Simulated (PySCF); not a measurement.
I2Pb, quintet, at a GFN2-xTB geometry of the parent state (such geometries of metal compounds can be far from the true shape) (a higher spin typed on purpose: for a closed-shell molecule this is an excited state) (core potentials on I, Pb); B3LYP/def2-SVP in PySCF.

Input for PySCF:
```python
from pyscf import gto, scf, dft

mol = gto.M(
    atom='''
Pb   -0.008529   -0.007214    0.962796
I     1.060678   -1.863893   -0.749473
I    -1.047483    1.875053   -0.740135
''',
    basis='def2-svp',
    ecp={'I': 'def2-svp', 'Pb': 'def2-svp'},
    charge=0,
    spin=4,
    verbose=4,
)

mf = dft.UKS(mol)
mf.xc = 'b3lyp'
mf.kernel()
```

Problem. Predict the main parts of the log of this PySCF run.

Solution. 
```
PySCF version 2.14.0

[INPUT] verbose = 4
[INPUT] num. atoms = 3
[INPUT] num. electrons = 72
[INPUT] charge = 0
[INPUT] spin (= nelec alpha-beta = 2S) = 4
[INPUT] symmetry False subgroup None
[INPUT] Mole.unit = angstrom
[INPUT] Symbol           X                Y                Z      unit          X                Y                Z       unit  Magmom
[INPUT]  1 Pb    -0.008529000000  -0.007214000000   0.962796000000 AA   -0.016117474116  -0.013632484263   1.819420753827 Bohr   0.0
[INPUT]  2 I      1.060678000000  -1.863893000000  -0.749473000000 AA    2.004390926351  -3.522247295494  -1.416298707756 Bohr   0.0
[INPUT]  3 I     -1.047483000000   1.875053000000  -0.740135000000 AA   -1.979455990138   3.543336639044  -1.398652445205 Bohr   0.0

nuclear repulsion = 289.287972868319
number of shells = 30
number of NR pGTOs = 183
number of NR cGTOs = 78
basis = def2-svp
ecp = {'I': 'def2-svp', 'Pb': 'def2-svp'}

******** <class 'pyscf.dft.uks.UKS'> ********
method = UKS
initial guess = minao
damping factor = 0
level_shift factor = 0
DIIS = <class 'pyscf.scf.diis.CDIIS'>
diis_start_cycle = 1
diis_space = 8
diis_damp = 0
SCF conv_tol = 1e-09
SCF conv_tol_grad = None
SCF max_cycles = 50
direct_scf = True
direct_scf_tol = 1e-13
number electrons alpha = 38  beta = 34
XC library pyscf.dft.libxc version 7.1.2
    S. Lehtola, C. Steigemann, M. J. T. Oliveira, and M. A. L. Marques,  SoftwareX 7, 1–5 (2018)
XC functionals = b3lyp
    P. J. Stephens, F. J. Devlin, C. F. Chabalowski, and M. J. Frisch,  J. Phys. Chem. 98, 11623 (1994)
radial grids:
    Treutler-Ahlrichs [JCP 102, 346 (1995); DOI:10.1063/1.469408] (M4) radial grids

becke partition: Becke, JCP 88, 2547 (1988); DOI:10.1063/1.454033
pruning grids: <function nwchem_prune>
grids dens level: 3
symmetrized grids: False
atomic radii adjust function: <function treutler_atomic_radii_adjust>
small_rho_cutoff = 0
Set gradient conv threshold to 3.16228e-05
tot grids = 67144
init E= -701.425608446588

cycle= 1 E= -785.626552610108  delta_E= -84.2  |g|= 2.85  |ddm|= 12.7

cycle= 2 E= -786.472258791876  delta_E= -0.846  |g|= 2.09  |ddm|= 9.37

cycle= 3 E= -788.291684372234  delta_E= -1.82  |g|= 0.324  |ddm|= 5.92

cycle= 4 E= -788.358677867316  delta_E= -0.067  |g|= 0.145  |ddm|= 1.06

cycle= 5 E= -788.372524800701  delta_E= -0.0138  |g|= 0.0381  |ddm|= 0.267

cycle= 6 E= -788.369254477077  delta_E= 0.00327  |g|= 0.0663  |ddm|= 0.204

cycle= 7 E= -788.373941893426  delta_E= -0.00469  |g|= 0.00749  |ddm|= 0.145

cycle= 8 E= -788.373995014269  delta_E= -5.31e-05  |g|= 0.00228  |ddm|= 0.0228

cycle= 9 E= -788.374000927036  delta_E= -5.91e-06  |g|= 0.000467  |ddm|= 0.00617

cycle= 10 E= -788.37400269366  delta_E= -1.77e-06  |g|= 0.000312  |ddm|= 0.00435

cycle= 11 E= -788.374003800785  delta_E= -1.11e-06  |g|= 0.000174  |ddm|= 0.00451

cycle= 12 E= -788.374004197167  delta_E= -3.96e-07  |g|= 8.38e-05  |ddm|= 0.0036

cycle= 13 E= -788.374004249798  delta_E= -5.26e-08  |g|= 2.73e-05  |ddm|= 0.00138

cycle= 14 E= -788.374004262277  delta_E= -1.25e-08  |g|= 2.06e-05  |ddm|= 0.000492

cycle= 15 E= -788.374004270993  delta_E= -8.72e-09  |g|= 1.95e-05  |ddm|= 0.000418

cycle= 16 E= -788.374004277943  delta_E= -6.95e-09  |g|= 3.6e-05  |ddm|= 0.000494

cycle= 17 E= -788.374004286377  delta_E= -8.43e-09  |g|= 9.36e-06  |ddm|= 0.000697

cycle= 18 E= -788.374004288664  delta_E= -2.29e-09  |g|= 4.6e-06  |ddm|= 0.000542

cycle= 19 E= -788.374004288774  delta_E= -1.1e-10  |g|= 7.65e-07  |ddm|= 0.000109

Extra cycle  E= -788.374004288777  delta_E= -2.96e-12  |g|= 1.38e-06  |ddm|= 5.98e-06
converged SCF energy = -788.374004288777  <S^2> = 6.0052004  2S+1 = 5.0020797
```
